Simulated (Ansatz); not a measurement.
Ansatz (a program for electronic structure) input (CCSD(T)/aug-cc-pVDZ):

Ansatz 0.2 input:
```yaml
crystal:
  periodic: [false, false, false]
  atoms:
    - {symbol: F, position_ang: [-1.55803598, -1.01360056, -0.02059180]}
    - {symbol: C, position_ang: [-0.85470957, 0.02550051, -0.01885510]}
    - {symbol: F, position_ang: [-1.49425997, 1.10466670, -0.04674259]}
    - {symbol: Br, position_ang: [0.93139774, -0.02778852, 0.02054686]}
basis:
  gaussian:
    orbitals: aug-cc-pVDZ
total_charge: 1
magnetization: {spin_polarized: false}
correlation: {method: ccsd_t, electrons: outside_noble_gas}
output: {forces: true}
```

Output:

```
Functional definition: HF
integrals: 0.15 GiB planned
1051 factors; integrals over basis functions are off by at most 3.4e-4 eV
mean field: 0.47 GiB planned
mean field evaluation 1: about -76427.1852 eV, gradient 4.7e1 eV
mean field evaluation 2: about -76427.2323 eV, gradient 4.7e1 eV
mean field evaluation 4: about -76431.0116 eV, gradient 2.8e0 eV
mean field evaluation 8: about -76431.0516 eV, gradient 3.5e-1 eV
mean field evaluation 16: about -76429.4084 eV, gradient 3.3e1 eV
mean field -76431.05255757 eV, -2808.7893746625 hartree, gradient 2.0e-6 eV, S^2 0.000000; 0 other end points of the search recorded, 0 dependent functions left out
17 core orbitals not correlated
reference -76431.05255757 eV, -2808.7893746625 hartree; 12, 12 occupied and 76, 76 virtual orbitals, 1051 factors
densities: 0.53 GiB planned
second order -17.55290222 eV of doubles, -0.00000000 eV of singles
coupled cluster: 0.39 GiB planned
cycle   1  -17.32931205 eV  change    2.2e-1 eV  update   1.2e-1
cycle   2  -17.81764738 eV  change   -4.9e-1 eV  update   3.8e-2
cycle   3  -17.93564531 eV  change   -1.2e-1 eV  update   2.1e-2
cycle   4  -17.92298906 eV  change    1.3e-2 eV  update   5.9e-3
cycle   5  -17.91771535 eV  change    5.3e-3 eV  update   2.3e-3
cycle   6  -17.91875653 eV  change   -1.0e-3 eV  update   1.1e-3
cycle   7  -17.91859040 eV  change    1.7e-4 eV  update   4.4e-4
cycle   8  -17.91853639 eV  change    5.4e-5 eV  update   2.1e-4
cycle   9  -17.91865961 eV  change   -1.2e-4 eV  update   4.9e-5
cycle  10  -17.91865899 eV  change    6.3e-7 eV  update   1.2e-5
cycle  11  -17.91866207 eV  change   -3.1e-6 eV  update   3.5e-6
perturbative correction -0.61086010 eV, -0.0224486946 hartree
the calculation of the forces begins
Total energy: -76449.58207974 eV, -2809.4703220424 hartree
Atom 0 at    -1.558036    -1.013601    -0.020592 Å, force    -0.540999    -0.828863    -0.000951 eV/Å
Atom 1 at    -0.854710     0.025501    -0.018855 Å, force     0.792091    -0.023632     0.017474 eV/Å
Atom 2 at    -1.494260     1.104667    -0.046743 Å, force    -0.490162     0.859628    -0.021796 eV/Å
Atom 3 at     0.931398    -0.027789     0.020547 Å, force     0.239070    -0.007133     0.005274 eV/Å
Dipole moment:    -0.110291     0.003291    -0.002433 e Å
```
